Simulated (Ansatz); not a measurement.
C₃H₁₀Si₂ (`[SiH3]C1C[SiH2]C1`). Total charge 0; spin multiplicity 1. The structure was optimised at the PBE0-D4/def2-TZVP level.

```xyz
15

Si    1.624    0.915   -0.525
C    -0.201    0.731   -0.130
C    -0.888   -0.368   -1.009
Si   -0.832   -1.489    0.505
C    -0.441    0.169    1.311
H     1.813    1.365   -1.931
H     2.261    1.899    0.393
H     2.309   -0.398   -0.356
H    -0.658    1.716   -0.270
H    -1.909   -0.087   -1.278
H    -0.367   -0.655   -1.924
H    -2.073   -2.208    0.911
H     0.290   -2.467    0.515
H    -1.320    0.620    1.778
H     0.392    0.256    2.011
```

(1) What is the dipole moment at B3LYP/def2-TZVPP? (Estimate.)

(2) And with PBE, r2SCAN, ωB97M-V? (Best estimate.)

(3) Give the Mulliken charges with B3LYP, PBE, ωB97M-V in def2-TZVPP. (An estimate is asked.)

Results:

(1) The calculation gave: 0.92 D, with components (-0.84, 0.36, 0.08) D in this frame, pointing from negative to positive charge.

(2) Ansatz gave: PBE 0.96 D, r2SCAN 0.95 D, ωB97M-V 0.91 D.

(3) The calculation gave: 
```csv
atom,B3LYP,PBE,ωB97M-V
Si1,0.23,0.16,0.17
C2,-0.05,-0.03,-0.15
C3,-0.28,-0.22,-0.34
Si4,0.32,0.22,0.26
C5,-0.28,-0.22,-0.34
H6,-0.07,-0.06,-0.03
H7,-0.07,-0.06,-0.03
H8,-0.07,-0.05,-0.03
H9,0.07,0.07,0.10
H10,0.09,0.08,0.12
H11,0.09,0.08,0.11
H12,-0.09,-0.07,-0.04
H13,-0.07,-0.06,-0.03
H14,0.09,0.08,0.12
H15,0.09,0.08,0.11
```

B3LYP here is the variant with VWN-RPA as its local correlation; programs differ in this.
